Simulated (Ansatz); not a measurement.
Job for Ansatz (a quantum-chemistry and plane-wave program): R-SVWN5/def2-TZVPP on SO2 (SMILES O=[S+][O-]).

Ansatz 0.2 input:
```yaml
crystal:
  periodic: [false, false, false]
  atoms:
    - {symbol: S, position_ang: [-0.00000000, -0.00000000, 0.48775336]}
    - {symbol: O, position_ang: [0.00000000, 1.23858797, -0.24382668]}
    - {symbol: O, position_ang: [0.00000000, -1.23858797, -0.24382668]}
basis:
  gaussian:
    orbitals: def2-TZVPP
hamiltonian:
  xc: {name: SVWN5}
scf: {lower_state_search: off}
```

It printed:

```
WARN ansatz: RAYON_NUM_THREADS=1 ignored (pool sized by the plan → 1); use --threads N
Functional definition: SVWN5
these checks for a lower state are left out or cut short: stability, starts, cluster_reference, orbital_swaps, neighbouring_geometries, increment
integrals: 0.02 GiB planned
586 factors; their error is unknown
mean field: 0.22 GiB planned
mean field evaluation 1: about -14856.0005 eV, gradient 7.8e1 eV
mean field evaluation 2: about -14797.8979 eV, gradient 1.9e2 eV
mean field evaluation 4: about -14865.7636 eV, gradient 6.1e0 eV
mean field evaluation 8: about -14865.8306 eV, gradient 9.6e-2 eV
mean field evaluation 16: about -14865.8306 eV, gradient 9.0e-7 eV
mean field -14865.83058785 eV, -546.3091976814 hartree, gradient 7.8e-7 eV, S^2 0.000000; 0 other end points of the search recorded, 0 dependent functions left out
reference -14865.83060790 eV, -546.3091984184 hartree; 16, 16 occupied and 88, 88 virtual orbitals, 586 factors
Total energy: -14865.83060790 eV, -546.3091984184 hartree
Checks for a lower state left out: stability, starts, cluster_reference, orbital_swaps, neighbouring_geometries, increment
```

The run converged.

Cost: roughly 0.7 core-seconds.
